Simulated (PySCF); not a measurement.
Gas-phase reaction: 3 GeHF3 + 2 GeF2 ⇌ GeH3F + 4 GeF3

Energies from PySCF (xtb for GFN2), thermal terms from the rigid-rotor harmonic-oscillator model, ideal gas at 1 bar. † marks an energy on the PBE0/def2-TZVP geometry and frequencies; other levels use their own. 6-31G* has spherical d functions here. Open shells (unrestricted): GeF3 (multiplicity 2); the rest are closed-shell singlets. GFN2 has no spin-polarisation term. B3LYP is the form with VWN-RPA correlation. Ge: all electrons, no relativistic terms. GeHF3, GeF3: computed as isolated molecules; such fragments, hydroxides, amides, oligomers or adducts are transient or little studied in the gas. The harmonic model lacks anharmonicity and excited electronic states, which grow with temperature; levels with a mode under 35 cm⁻¹ are left out.

ΔH° and ΔS° at 298 K: B3LYP/6-31G* 496 kJ, 28 J/K; B3LYP/def2-TZVP† 500 kJ, 25 J/K; BLYP/def2-TZVP† 486 kJ, 25 J/K; GFN2-xTB 553 kJ, 82 J/K; PBE0/def2-SVP† 482 kJ, 25 J/K.

Problem. With the heat capacities included, give log10 K (1 bar) at 600, 1000, 1800, 2000, 2500 K from B3LYP/6-31G*, B3LYP/def2-TZVP†, BLYP/def2-TZVP†, GFN2-xTB, PBE0/def2-SVP†.

Solution. 
| T (K) | B3LYP/6-31G* | B3LYP/def2-TZVP† | BLYP/def2-TZVP† | GFN2-xTB | PBE0/def2-SVP† |
|---|---|---|---|---|---|
| 600 | -41.7 | -42.2 | -41.0 | -43.7 | -40.6 |
| 1000 | -24.3 | -24.7 | -24.0 | -24.4 | -23.8 |
| 1800 | -12.8 | -13.1 | -12.7 | -11.4 | -12.6 |
| 2000 | -11.3 | -11.6 | -11.3 | -9.8 | -11.2 |
| 2500 | -8.7 | -9.0 | -8.7 | -6.9 | -8.6 |
